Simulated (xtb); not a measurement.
xtb job for C₃HF₄, SMILES [CH]=C(F)C(F)(F)F, multiplicity 2, GFN2-xTB. 

```
$ xtb mol.xyz --gfn 2 --ohess tight --chrg 0 --uhf 1 --json
$ cat mol.xyz
8

C     -1.62970000     0.34470000    -0.24360000
C     -0.61310000    -0.33030000     0.28270000
F     -0.72910000    -1.31130000     1.23450000
C      0.84550000    -0.03260000    -0.00160000
F      1.43500000    -1.06700000    -0.56410000
F      1.57640000     0.32780000     1.06410000
F      0.96000000     0.93110000    -0.93210000
H     -1.84250000     1.11810000    -0.91960000
```

Output:

```
[...]
         :: -> isotropic ES            0.050188925841 Eh    ::
         :: -> anisotropic ES          0.002746155688 Eh    ::
         :: -> anisotropic XC         -0.019785840269 Eh    ::
         :: -> dispersion             -0.004083223494 Eh    ::
         :: repulsion energy           0.141764183526 Eh    ::
         :: add. restraining           0.000000000000 Eh    ::
         :: total charge               0.000000000000 e     ::
         :::::::::::::::::::::::::::::::::::::::::::::::::::::

           -------------------------------------------------
          |                Numerical Hessian                |
           -------------------------------------------------
step length          :   0.00500
SCC accuracy         :   0.30000
Hessian scale factor :   1.00000
frozen atoms in %    :   0.00000    0
RMS gradient         :   0.00018
estimated CPU  time      0.00 min

writing file <hessian>.

 projected vibrational frequencies (cm⁻¹)
eigval :       -0.00    -0.00    -0.00     0.00     0.00     0.00
eigval :       28.22   185.27   210.67   319.48   370.81   442.01
eigval :      498.96   552.81   571.89   630.54   693.76   743.18
eigval :     1041.31  1080.95  1099.52  1111.30  1728.62  3261.80
           -------------------------------------------------
          |                Property Printout                |
           -------------------------------------------------

    * Orbital Energies and Occupations

         #    Occupation            Energy/Eh            Energy/eV
      -------------------------------------------------------------
         1        2.0000           -0.9121908             -24.8220
       ...           ...                  ...                  ...
         9        2.0000           -0.6520768             -17.7439
        10        2.0000           -0.6185003             -16.8302
        11        2.0000           -0.5820222             -15.8376
        12        2.0000           -0.5775093             -15.7148
        13        2.0000           -0.5733064             -15.6005
        14        2.0000           -0.5684572             -15.4685
        15        2.0000           -0.5645947             -15.3634
        16        2.0000           -0.5639562             -15.3460
        17        2.0000           -0.5625479             -15.3077
        18        2.0000           -0.5599372             -15.2367
        19        2.0000           -0.5134486             -13.9716
        20        2.0000           -0.4807881             -13.0829
        21        1.0000           -0.4115431             -11.1987 (HOMO)
        22                         -0.2762732              -7.5178 (LUMO)
        23                         -0.0314608              -0.8561
        24                          0.0207285               0.5641
        25                          0.0585715               1.5938
        26                          0.0770057               2.0954
        27                          0.1055549               2.8723
        28                          0.2634060               7.1676
        29                          0.7112256              19.3534
      -------------------------------------------------------------
                  HL-Gap            0.1352699 Eh            3.6809 eV
             Fermi-level           -0.3950369 Eh          -10.7495 eV

     #   Z          covCN         q      C6AA      α(0)
     1   6 C        1.913    -0.074    33.127     9.295
     2   6 C        2.740     0.154    24.653     8.130
     3   9 F        0.787    -0.166    10.890     3.898
     4   6 C        3.329     0.490    17.316     6.605
     5   9 F        0.791    -0.171    10.944     3.908
     6   9 F        0.791    -0.171    10.940     3.907
     7   9 F        0.791    -0.191    11.142     3.943
     8   1 H        0.927     0.129     1.540     1.940

 Mol. C6AA /au·bohr⁶  :        846.850197
 Mol. C8AA /au·bohr⁸  :      19021.360403
 Mol. α(0) /au        :         41.625358


Wiberg/Mayer (AO) data.
largest (>0.10) Wiberg bond orders for each atom

 ---------------------------------------------------------------------------
     #   Z sym  total        # sym  WBO       # sym  WBO       # sym  WBO
 ---------------------------------------------------------------------------
     1   6 C    3.230 --     2 C    1.992     8 H    0.961     3 F    0.130
     2   6 C    3.895 --     1 C    1.992     3 F    0.978     4 C    0.853
     3   9 F    1.148 --     2 C    0.978     1 C    0.130
     4   6 C    3.840 --     6 F    0.968     5 F    0.968     7 F    0.960
                             2 C    0.853
     5   9 F    1.117 --     4 C    0.968
     6   9 F    1.118 --     4 C    0.968
     7   9 F    1.089 --     4 C    0.960
     8   1 H    0.983 --     1 C    0.961
 ---------------------------------------------------------------------------

Topologies differ in total number of bonds
Writing topology from bond orders to xtbtopo.mol

molecular dipole:
                 x           y           z       tot (Debye)
 q only:       -0.708       0.422      -0.343
   full:       -0.675       0.496      -0.412       2.372
molecular quadrupole (traceless):
                xx          xy          yy          xz          yz          zz
 q only:        0.567      -1.874      -0.257       1.723       0.670      -0.310
  q+dip:        1.436      -2.741      -0.642       2.435       0.614      -0.794
   full:        0.752      -2.162      -0.376       1.993       1.113      -0.375

           -------------------------------------------------
          |                Geometry Summary                 |
           -------------------------------------------------

      molecular mass/u    :      113.0337611
   center of mass at/Å    :        0.3815385      -0.1785936       0.1290314
  moments of inertia/u·Å² :        0.1342178E+03   0.2003283E+03   0.2464994E+03
rotational constants/cm⁻¹ :        0.1255991E+00   0.8415003E-01   0.6838812E-01

 * 4 selected distances

     #   Z          #   Z                                           value/Å
     1   6 C        2   6 C                                       1.2879531 (min)
     4   6 C        5   9 F                                       1.3327477
     4   6 C        6   9 F                                       1.3324931
     4   6 C        7   9 F                                       1.3346803 (max)

 * 2 distinct bonds (by element types)

   Z      Z             #   av. dist./Å        max./Å        min./Å
   6 C    6 C           1     1.2879531     1.2879531     1.2879531
   6 C    9 F           3     1.3333070     1.3346803     1.3324931

           -------------------------------------------------
Molecule has the following symmetry elements: (sigma)
It seems to be the Cs point group
          |               Frequency Printout                |
           -------------------------------------------------
 projected vibrational frequencies (cm⁻¹)
eigval :       -0.00    -0.00    -0.00     0.00     0.00     0.00
eigval :       28.22   185.27   210.67   319.48   370.81   442.01
eigval :      498.96   552.81   571.89   630.54   693.76   743.18
eigval :     1041.31  1080.95  1099.52  1111.30  1728.62  3261.80
 reduced masses (amu)
   1: 15.66   2: 17.00   3: 17.12   4: 16.56   5: 18.00   6: 16.20   7: 15.86   8: 16.59
   9: 17.26  10: 12.54  11: 17.63  12: 17.33  13: 14.36  14: 14.18  15: 13.69  16: 10.60
  17:  3.15  18: 16.16  19: 14.40  20: 13.90  21: 13.85  22: 13.44  23: 11.60  24:  2.04
 IR intensities (km·mol⁻¹)
   1:  1.45   2:  0.03   3:  0.39   4:  0.45   5:  0.15   6:  0.17   7:  2.09   8:  4.91
   9:  4.18  10: 15.45  11:  7.17  12: 21.15  13:  1.42  14:  9.61  15:  1.68  16:104.20
  17: 19.42  18:  2.87  19:147.53  20:332.96  21:362.93  22:136.82  23: 29.63  24: 22.55
 Raman intensities (Ä⁴*amu⁻¹)
   1:  0.00   2:  0.00   3:  0.00   4:  0.00   5:  0.00   6:  0.00   7:  0.00   8:  0.00
   9:  0.00  10:  0.00  11:  0.00  12:  0.00  13:  0.00  14:  0.00  15:  0.00  16:  0.00
  17:  0.00  18:  0.00  19:  0.00  20:  0.00  21:  0.00  22:  0.00  23:  0.00  24:  0.00
 output can be read by thermo (or use thermo option).
 writing <g98.out> molden fake output.
 recommended (thermochemical) frequency scaling factor: 1.0
           -------------------------------------------------
          |             Thermodynamic Functions             |
           -------------------------------------------------

cs  symmetry found (for desy threshold:  0.10E+00) used in thermo

          ...................................................
          :                      SETUP                      :
          :.................................................:
          :  # frequencies                          18      :
          :  # imaginary freq.                       0      :
          :  linear?                             false      :
          :  only rotor calc.                    false      :
          :  symmetry                               cs      :
          :  rotational number                       1      :
          :  scaling factor                  1.0000000      :
          :  rotor cutoff                   50.0000000 cm⁻¹ :
          :  imag. cutoff                  -20.0000000 cm⁻¹ :
          :.................................................:

    mode    ω/cm⁻¹     T·S(HO)/kcal·mol⁻¹    T·S(FR)/kcal·mol⁻¹   T·S(vib)
   ------------------------------------------------------------------------
       1     28.22    -1.77417 (  9.22%)    -1.22506 ( 90.78%)    -1.27566
       2    185.27    -0.67818 ( 99.47%)    -0.66840 (  0.53%)    -0.67813
       3    210.67    -0.60759 ( 99.68%)    -0.63036 (  0.32%)    -0.60767
   ------------------------------------------------------------------------

   temp. (K)  partition function   enthalpy   heat capacity  entropy
                                   cal/mol     cal/K/mol   cal/K/mol   J/K/mol
 298.15  VIB   52.0                 2553.422     16.559     14.747
         ROT  0.197E+06              888.752      2.981     27.204
         INT  0.102E+08             3442.174     19.540     41.951
         TR   0.116E+28             1481.254      4.968     40.065
         TOT                        4923.4282    24.5084    82.0160   343.1549

       T/K    H(0)-H(T)+PV         H(T)/Eh          T*S/Eh         G(T)/Eh
   ------------------------------------------------------------------------
    298.15    0.784598E-02    0.410414E-01    0.389684E-01    0.207296E-02
   ------------------------------------------------------------------------

         :::::::::::::::::::::::::::::::::::::::::::::::::::::
         ::                  THERMODYNAMIC                  ::
         :::::::::::::::::::::::::::::::::::::::::::::::::::::
         :: total free energy         -25.720738547720 Eh   ::
         ::.................................................::
Note: The following floating-point exceptions are signalling: IEEE_DENORMAL
normal termination of xtb
         :: total energy              -25.722811511960 Eh   ::
         :: zero point energy           0.033195427355 Eh   ::
         :: G(RRHO) w/o ZPVE           -0.031122463114 Eh   ::
         :: G(RRHO) contrib.            0.002072964240 Eh   ::
         :::::::::::::::::::::::::::::::::::::::::::::::::::::

optimized geometry written to: xtbopt.xyz


           -------------------------------------------------
          | TOTAL ENERGY              -25.722811511960 Eh   |
          | TOTAL ENTHALPY            -25.681770102320 Eh   |
          | TOTAL FREE ENERGY         -25.720738547720 Eh   |
          | GRADIENT NORM               0.000177502532 Eh/α |
          | HOMO-LUMO GAP               3.680879982627 eV   |
           -------------------------------------------------

------------------------------------------------------------------------
------------------------------------------------------------------------
 total:
 SCF:
 ANC optimizer:
 analytical hessian:
```

The run converged.

Cost: around 0.24 core-seconds (rough).
